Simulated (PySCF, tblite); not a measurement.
Isomers of C7H6F (doublet state). Level: GFN2-xTB in tblite, geometry and Hessian alike; calculated harmonic values, unscaled, isolated species. Against measured fundamentals such values can be off by several per cent, at times by over 20. One conformer each. Open shells enter through the occupations alone, without spin polarisation, and single modes of such species can be off by tens of per cent.

Electronic energies: B3LYP/pcH-1 single points on the GFN2-xTB geometries (PySCF, gas phase).

| SMILES | electronic energy, lowest = 0 (kcal/mol) |
| --- | --- |
| C#C[C@@H]1[CH][C@]12C[C@@H]2F | 113.8 |
| C#CC1=C(F)CC[CH]1 | 52.5 |
| [CH2]c1cccc(F)c1 | 0.0 |

Question: How do GFN2-xTB zero-point energies change the relative energies?

Answer: 
```tsv
SMILES	ZPE (kcal/mol)	of it from modes above 1550 cm⁻¹	electronic (kcal/mol)	with ZPE, lowest = 0 (kcal/mol)	lowest mode (cm⁻¹)	rings
[CH2]c1cccc(F)c1	64.9	29.0	0.0	0.0	176	1
C#CC1=C(F)CC[CH]1	63.9	29.4	52.5	51.5	117	1
C#C[C@@H]1[CH][C@]12C[C@@H]2F	62.7	32.3	113.8	111.5	87	2
```

The zero-point energies span 2.2 kcal/mol, from `C#C[C@@H]1[CH][C@]12C[C@@H]2F` to `[CH2]c1cccc(F)c1`. The order is unchanged.

Question: And how do the electronic energies of GFN2-xTB itself compare?

Answer: `[CH2]c1cccc(F)c1` 0.0; `C#CC1=C(F)CC[CH]1` 40.5; `C#C[C@@H]1[CH][C@]12C[C@@H]2F` 93.4 kcal/mol, lowest = 0. Against the energies above, taken from the same isomer `[CH2]c1cccc(F)c1`, the largest difference is 20.4 kcal/mol.

Question: What do entropy and thermal enthalpy add at 298.15 K and 1 bar (rigid rotor, harmonic oscillator, one conformer each)?

Answer: 
```tsv
SMILES	point group	symmetry number	S (cal/(mol K))	H − H(0) (kcal/mol)	ZPE + H − H(0) − TS (kcal/mol)
[CH2]c1cccc(F)c1	Cs	1	81.8	4.80	45.3
C#CC1=C(F)CC[CH]1	Cs	1	87.4	5.48	43.3
C#C[C@@H]1[CH][C@]12C[C@@H]2F	C1	1	88.5	5.60	41.9
```

S holds R ln(2S + 1) for the spin.
